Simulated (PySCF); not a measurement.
PySCF 2.14 output of an unrestricted PBE0 calculation on a single atom or ion in aug-cc-pVTZ-PP with ECP28MDF (6s6p5d3f2g, 88 functions), with scalar relativity through the core potential:

```
SCF conv_tol = 1e-09
number electrons alpha = 10  beta = 6
    C. Adamo and V. Barone.,  J. Chem. Phys. 110, 6158 (1999)
    M. Ernzerhof and G. E. Scuseria.,  J. Chem. Phys. 110, 5029 (1999)
cycle= 1 E= -125.939828983923  delta_E= -0.0068  |g|= 0.0236  |ddm|= 0.221
cycle= 2 E= -125.940324435698  delta_E= -0.000495  |g|= 0.0104  |ddm|= 0.083
cycle= 3 E= -125.940533691917  delta_E= -0.000209  |g|= 0.0077  |ddm|= 0.0304
cycle= 4 E= -125.940714110486  delta_E= -0.00018  |g|= 0.00507  |ddm|= 0.0348
cycle= 5 E= -125.94088666971  delta_E= -0.000173  |g|= 0.00131  |ddm|= 0.0662
cycle= 6 E= -125.940892796893  delta_E= -6.13e-06  |g|= 0.000191  |ddm|= 0.0132
cycle= 7 E= -125.940892857284  delta_E= -6.04e-08  |g|= 5.84e-05  |ddm|= 0.000661
cycle= 8 E= -125.940892870573  delta_E= -1.33e-08  |g|= 1.35e-05  |ddm|= 0.000708
cycle= 9 E= -125.940892870677  delta_E= -1.04e-10  |g|= 5.01e-06  |ddm|= 3.3e-05
converged SCF energy = -125.940892870677  <S^2> = 6.0013649  2S+1 = 5.0005459
```

The run itself started from symmetry-adapted Hartree-Fock orbitals and held the occupation by maximum overlap, on a logarithmic radial grid, so the iterations belong to that start.

**Question.** Which element, charge and spin multiplicity is this?

**Answer.** Pd²⁺ (palladium, charge +2), multiplicity 5; the state was [Kr] 4d7 5p1, one real determinant (an excited configuration).

⟨L²⟩ = 13.77 against 20 for a pure G term, so this real determinant mixes terms. Energies and moments cover only the electrons outside the core potential.
